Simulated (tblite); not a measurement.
C₄H₉OPSi.
SMILES with atom numbers: `[O:1]=[P@H:2]1[CH2:3][CH:4]=[C:5]([SiH3:6])[CH2:7]1` (hydrogens: H8 on P2; H9, H10 on C3; H11 on C4; H12, H13, H14 on Si6; H15, H16 on C7)

Structure optimised with GFN2-xTB, isolated species.

Problem. List the bond lengths, angles and torsions at this level.

Solution. 
```csv
bond,length (pm)
O1=P2,146.4
P2–C3,183.6
C3–C4,149.7
C4=C5,133.1
C5–Si6,188.0
C5–C7,150.5
P2–C7,183.4
P2–H8,139.7
C3–H9,109.6
C3–H10,109.1
C4–H11,107.9
"Si6–H12, Si6–H13, Si6–H14",146.4
C7–H15,109.6
C7–H16,109.1
```

Bonds in one row agree within 1 pm and their mean is given. A selection of angles:
```csv
angle,degrees
O1–P2–C3,118.9
O1–P2–C7,119.3
O1–P2–H8,114.2
C3–P2–C7,93.6
C3–P2–H8,103.8
C7–P2–H8,104.0
P2–C3–C4,102.3
P2–C3–H9,108.0
P2–C3–H10,113.8
C4–C3–H9,111.6
C4–C3–H10,113.2
H9–C3–H10,107.8
C3–C4–C5,118.1
C3–C4–H11,119.2
C5–C4–H11,122.7
C4–C5–Si6,125.9
C4–C5–C7,115.0
Si6–C5–C7,119.1
C5–Si6–H12,108.4
C5–Si6–H14,108.9
H12–Si6–H13,109.3
H12–Si6–H14,110.9
C5–C7–H15,111.3
C5–C7–H16,112.9
P2–C7–C5,103.5
P2–C7–H15,108.0
P2–C7–H16,113.3
H15–C7–H16,107.7
```

Dihedral angles: O1–P2–C3–C4 150°; P2–C3–C4–C5 -18° (synperiplanar); C3–C4–C5–Si6 -179° (antiperiplanar); C4–C5–C7–P2 18° (synperiplanar); O1–P2–C7–C5 -150°.

The 3 C–C bonds span 1.331 Å (C4=C5, drawn double) to 1.505 Å (C5–C7, drawn single), a spread of 0.174 Å. The 5-membered ring P2–C3–C4–C5–C7 has internal angles of 93.6° to 118.1° (sum 533°, against 540° for a flat polygon); it is puckered, 0.14 Å rms from its mean plane, widest ring torsion 24°. P2 (phosphoryl phosphorus) has angles from 93.6° to 119.3°. Si6 (SiH3 silicon) is tetrahedral (angles from 108.4° to 110.9°).

Point group: C1 (no symmetry element, even within 0.4 Å). Its GFN2-xTB frequencies are all real (lowest 61 cm⁻¹). The numbers are those of one conformer. 2 starts were optimised and ended at 0.00 and 0.15 kcal/mol (GFN2-xTB); the lowest of these is shown.

The numbers are calculated, not measured.
